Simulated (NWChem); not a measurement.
Species: C₃H₅N; SMILES CCC#N

All runs: NWChem. Pople sets run with spherical d functions. Geometry: optimised at PBE0/def2-SVP. B3LYP is NWChem's, with the RPA form of VWN correlation. Total energies compare along this basis series because the functional is fixed.

```tsv
level	basis functions	energy (Ha)	highest occupied level (eV)	orbital gap (eV)	dipole (D)
B3LYP/STO-3G	25	-169.9120	-7.42	11.34	3.12
B3LYP/3-21G	46	-171.1283	-8.80	10.00	3.67
B3LYP/6-31G*	66	-172.0643	-8.74	9.66	3.89
B3LYP/6-31+G*	82	-172.0724	-9.05	8.75	4.16
B3LYP/def2-SVP	81	-171.9397	-8.90	9.47	3.83
B3LYP/def2-SVPD	120	-171.9504	-9.10	9.00	4.12
B3LYP/def2-TZVP	154	-172.1378	-9.04	9.15	4.12
B3LYP/6-311++G**	123	-172.1202	-9.08	8.47	4.16
B3LYP/aug-cc-pVTZ	299	-172.1362	-9.05	8.40	4.16
```
